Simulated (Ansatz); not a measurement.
Geometry optimisation, RKS B3LYP-D4/def2-SVP (Ansatz 0.2.0).

Input:

```yaml
crystal:
  periodic: [false, false, false]
  atoms:
    - { symbol: Sn, position_ang: [0.0, 0.0, 0.0] }
    - { symbol: H, position_ang: [0.0, 0.0, 2.09] }
    - { symbol: O, position_ang: [1.8483, 0.0, -0.6527] }
    - { symbol: H, position_ang: [2.1646, -0.9521, -0.7693] }
    - { symbol: O, position_ang: [-0.9232, 1.5994, -0.6527] }
    - { symbol: H, position_ang: [-1.881, 1.3686, -0.8751] }
    - { symbol: O, position_ang: [-0.9232, -1.5994, -0.6527] }
    - { symbol: H, position_ang: [-1.3778, -2.065, 0.1197] }
    - { symbol: O, position_ang: [1.1853, 1.7874, 0.7126] }
    - { symbol: H, position_ang: [1.9622, 1.4737, 1.2766] }
    - { symbol: H, position_ang: [0.588, 0.8867, 1.9402] }
basis:
  gaussian: { orbitals: def2-SVP }
hamiltonian:
  xc: b3lyp
  dispersion: d4
relax:
  f_tol: 0.15
  max_steps: 25
  restrain:
    - { distance: [0, 8], at: 3.16, k: 30.0 }
    - { distance: [10, 1], at: 1.86, k: 30.0 }
    - { distance: [0, 1], at: 1.74, k: 30.0 }
    - { distance: [10, 8], at: 1.01, k: 30.0 }
```

Command:

```bash
$ ansatz run input.yaml --threads 4 --pin off --max-ram 5120MiB --backend cpu --events-out ev --progress --plain --runs-dir out
```

Question: Where does it end, and by what steps?

Answer: The forces met the threshold. The restraints hold the end off the free minimum. After 14 steps the energy has fallen by 3.641 eV (the restraints' own energy left out); O9 moved furthest, 1.02 Å. Parted: Sn1–O9 (2.26 → 3.15 Å). Joined: O9–H11 (1.64 → 0.99 Å).

```csv
step,energy less start (eV),largest force component (eV/Å),accepted
0,0.0000,4.392,yes
1,-0.5605,4.376,yes
2,-1.6313,5.654,yes
3,-2.5754,5.096,yes
4,-3.0415,2.874,yes
5,-3.3135,2.505,yes
6,-3.4228,2.123,yes
7,-3.5421,0.924,yes
8,-3.5769,0.783,yes
9,-3.6074,0.704,yes
10,-3.6264,0.718,yes
11,-3.2921,3.364,no
12,-3.6280,0.733,yes
13,-3.6384,0.730,yes
14,-3.6413,0.714,yes
```

```xyz
11
Properties=species:S:1:pos:R:3
Sn -0.309 -0.045 0.183
H -0.271 0.191 1.898
O 1.643 -0.253 -0.214
H 1.831 -0.375 -1.158
O -1.105 1.400 -0.903
H -1.793 1.040 -1.485
O -1.286 -1.634 -0.506
H -1.076 -2.447 -0.023
O 1.680 1.953 1.589
H 2.137 1.343 0.983
H 1.193 1.325 2.173
```

The run took 30 s on 4 threads of Arm Neoverse V1, with other jobs on the host, peak memory 0.28 GiB.
